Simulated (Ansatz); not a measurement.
Consider the formal exchange of groups at the Al–O bond: `C=[CH][Al]([CH3])[OH]` + CH₄ → `C=[CH][Al]([CH3])[CH3]` + H₂O.

Gas-phase electronic energies from Ansatz, PBE0-D4/def2-TZVP geometries. CBS: MP2 limit from def2 TZ/QZ plus the TZ coupled-cluster correction, frozen cores. This one scheme is used for every species. One conformer a species, not always the lowest.

```json
{"species": "`C=[CH][Al]([CH3])[OH]`", "HF/def2-QZVPP energy (Eh)": "-434.61445"}
{"species": "CH₄", "HF/def2-QZVPP energy (Eh)": "-40.21664"}
{"species": "`C=[CH][Al]([CH3])[CH3]`", "HF/def2-QZVPP energy (Eh)": "-398.70255"}
{"species": "H₂O", "HF/def2-QZVPP energy (Eh)": "-76.06663"}
```

(1) Work out ΔE.

Largest T1 diagnostic among the species: 0.012.

## Answers

(1) ΔE = (-398.70255) + (-76.06663) − (-434.61445) − (-40.21664) = 0.06191 Eh = +38.8 kcal/mol. CCSD(T)/CBS gives +35.4 kcal/mol.

Leaving LDA and LC-ωPBE aside and taking each functional with its dispersion term where it has one, the values, not all of them listed here, spread over 3.7 kcal/mol, from revPBE-D4 to B2PLYP. At CCSD(T), def2-SVP lies +2.8 kcal/mol from the extrapolated value and def2-TZVPP +0.6 kcal/mol. In def2-TZVPP, CCSD(T) changes the Hartree–Fock value by −2.8 kcal/mol (the triples alone add −0.3 kcal/mol) and MP2 by −2.2 kcal/mol.
